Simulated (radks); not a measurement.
The numbers below are computed, except where a source is named.
Ionisation of neutral boron, [He] 2s2 2p1, to B+, [He] 2s2, under several functionals. Scalar-relativistic Kohn-Sham, spin-polarised, spherical densities, point nucleus; open shells are filled with parallel spins first; a radial shooting solver on a logarithmic mesh with Libxc functionals.

functional,E(B) (hartree),Exc (hartree),IE (eV),-e(HOMO) (eV),<r> HOMO (bohr),IE error (eV)
PBE,-24.61300,-3.81303,8.486,4.019,2.255,+0.188
exchange-only B88,-24.52500,-3.71928,7.828,3.466,2.295,-0.470
SOGGA,-24.45077,-3.63885,8.326,3.902,2.260,+0.028
"LDA (Slater exchange, VWN5 correlation)",-24.36103,-3.53888,8.578,4.103,2.232,+0.280
XLYP,-24.68009,-3.88510,8.449,3.913,2.251,+0.151
BLYP,-24.65342,-3.85677,8.410,3.880,2.247,+0.112

NIST Atomic Spectra Database: 8.298 eV (measured). Closest: SOGGA. The Delta-SCF values span 0.75 eV, the total energies 0.32 hartree. The highest occupied level is 2p. Open shells are spherical and high-spin; term and fine-structure splittings are not resolved.
